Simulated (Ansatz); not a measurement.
Ansatz (a quantum-chemistry and plane-wave program) input (B3LYP-D3(BJ)/def2-TZVP):

Ansatz 0.2 input:
```yaml
crystal:
  periodic: [false, false, false]
  atoms:
    - {symbol: C, position_ang: [-1.90321110, 0.46455846, -0.11983006]}
    - {symbol: C, position_ang: [-0.56207418, -0.00052685, -0.68129948]}
    - {symbol: C, position_ang: [0.47718888, 0.12980868, 0.43539566]}
    - {symbol: C, position_ang: [1.85199659, -0.33632782, -0.01052426]}
    - {symbol: Cl, position_ang: [2.63794956, 0.85196237, -1.06718480]}
    - {symbol: Cl, position_ang: [-0.77652534, -1.87764759, -0.85247918]}
    - {symbol: H, position_ang: [-1.86836852, 1.55529618, -0.02647248]}
    - {symbol: H, position_ang: [-2.71171205, 0.21406951, -0.80946089]}
    - {symbol: H, position_ang: [-2.16626175, 0.05231693, 0.87276414]}
    - {symbol: H, position_ang: [0.23425234, -0.44729195, 1.35264967]}
    - {symbol: H, position_ang: [0.52730231, 1.18735537, 0.72647813]}
    - {symbol: H, position_ang: [1.76847013, -1.25507217, -0.59198254]}
    - {symbol: H, position_ang: [2.53828352, -0.48175802, 0.82899732]}
basis:
  gaussian:
    orbitals: def2-TZVP
hamiltonian:
  xc: b3lyp
  dispersion: d3bj
total_charge: -1
relax: {f_tol: 0.002, max_steps: 150}
```

End of the output:

```
Total energy: -29310.94898606 eV, -1077.1575075627 hartree
Atom 0 at    -1.909533     0.461889    -0.115603 Å, force     0.000503    -0.000451    -0.000119 eV/Å
Atom 1 at    -0.588232    -0.010268    -0.671252 Å, force    -0.000222     0.000218     0.000255 eV/Å
Atom 2 at     0.468251     0.123708     0.389766 Å, force     0.000151    -0.000472    -0.000716 eV/Å
Atom 3 at     1.859996    -0.328946    -0.011798 Å, force    -0.000778    -0.000593     0.000594 eV/Å
Atom 4 at     2.756989     0.890675    -1.047380 Å, force     0.000579     0.000436    -0.000533 eV/Å
Atom 5 at    -0.829126    -1.953775    -0.818261 Å, force    -0.000022     0.000013    -0.000004 eV/Å
Atom 6 at    -1.851607     1.551992     0.009445 Å, force    -0.000018     0.000112     0.000221 eV/Å
Atom 7 at    -2.736188     0.257479    -0.800393 Å, force     0.000098    -0.000017    -0.000102 eV/Å
Atom 8 at    -2.190808     0.034535     0.876234 Å, force    -0.000142     0.000199    -0.000094 eV/Å
Atom 9 at     0.235722    -0.438356     1.328739 Å, force     0.000110     0.000137     0.000504 eV/Å
Atom 10 at     0.511394     1.181465     0.678800 Å, force    -0.000152     0.000026     0.000168 eV/Å
Atom 11 at     1.808802    -1.234449    -0.609272 Å, force    -0.000005     0.000212    -0.000142 eV/Å
Atom 12 at     2.511630    -0.479206     0.848027 Å, force    -0.000103     0.000181    -0.000032 eV/Å
Dipole moment:     0.572733     0.175022     0.445785 e Å
```

It need not be the lowest isomer of its formula. Whether it binds its extra electron was not tested at this geometry.
